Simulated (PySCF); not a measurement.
Ta(S)(F)2(OH) (F₂HOSTa), SMILES [S]=[Ta]([F])([OH])[F], multiplicity 1. Geometry optimised at PBE0-D3(BJ)/def2-SVP. The multiplicity is an assumed one; other spin states were not compared. The def2 effective core potentials stand for the cores of Ta; spin–orbit coupling is left out. The values are those of a single conformer.

### Question
Give the equilibrium geometry at PBE0-D3(BJ)/def2-SVP (PySCF confirms it by a frequency run) as a Z-matrix, and its point group. (An estimate is asked for; the answer gives what the named calculation found.)

### Answer
One answer among several that fit: point group Cs.
```
Ta
O 1 1.8739
H 2 0.9625 1 137.40
F 1 1.8743 2 109.70 3 117.96
F 1 1.8743 2 109.70 3 -117.96
S 1 2.1573 2 107.89 3 0.00
```
